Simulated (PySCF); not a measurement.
Input of a run (PBE/cc-pVDZ geometry optimisation, gas phase (PySCF 2.14.0)), started from GFN2-xTB:
```
{"job": {"xc": "PBE", "basis": "cc-pVDZ", "grid": 1, "kind": "geom"}, "charge": 0, "multiplicity": 1}
O      2.289914     0.649243    -0.299390
C      0.967177     0.360265    -0.148999
C      0.005474     1.286372    -0.314085
C     -1.347241     0.809296    -0.116099
C     -1.510032    -0.484296     0.207501
Si     0.167820    -1.308733     0.304716
H      2.820482    -0.137677    -0.141551
H      0.200441     2.314725    -0.574388
H     -2.169308     1.502104    -0.234062
H     -2.480348    -0.921231     0.372228
H      0.600678    -1.750203     1.632776
H      0.456141    -2.320551    -0.714673
```

Output (energies in Eh, forces in Eh/bohr):
```
step   0  E = -520.27297817  max force = 0.025328
step   1  E = -520.27881748  max force = 0.002445
step   2  E = -520.27883113  max force = 0.001083
step   3  E = -520.27882925  max force = 0.001540
step   4  E = -520.27883594  max force = 0.000184
optimisation converged
```

Summarise the run.

The energy falls by 15.4 kJ/mol over 5 energy and gradient evaluations, the largest force component goes from 0.0253 to 1.8e-04 Eh/bohr, and the atoms move by 0.043 Å rms after alignment. Among the bonds, Si6–H11 and Si6–H12 change most and about equally (+0.047 Å). Bonds longer at the end by more than 0.005 Å: 10 of 12; shorter: 0. Among the angles that change most is C2–Si6–C5, from 88.7° to 92.3°. The energy rose by more than 1e-6 Eh at step 3. The first step brought 100 % of the lowering.

What are the final bond lengths?

O1–C2 1.366 Å, C2=C3 1.368 Å, C3–C4 1.473 Å, C4=C5 1.368 Å, C5–Si6 1.873 Å, C2–Si6 1.923 Å, O1–H7 0.976 Å, C3–H8 1.101 Å, C4–H9 1.104 Å, C5–H10 1.097 Å, Si6–H11 1.512 Å, Si6–H12 1.512 Å. Numbering counts from 1 in the input's order; the species is `OC1=CC=C[SiH2]1`.

The run used 118 basis functions and 37 SCF cycles in all. Time: 34 s wall; peak memory 0.49 GiB. Hardware: an Arm Neoverse V1 with one thread, no GPU (shared host).

No PBE/cc-pVDZ frequencies stand behind this structure, so it isn't proved a minimum. The numbers are those of one conformer.

Shape of the structure used: `[OH:1][C:2]1=[CH:3][CH:4]=[CH:5][SiH2:6]1`: H–O1–C2–C3 180°.
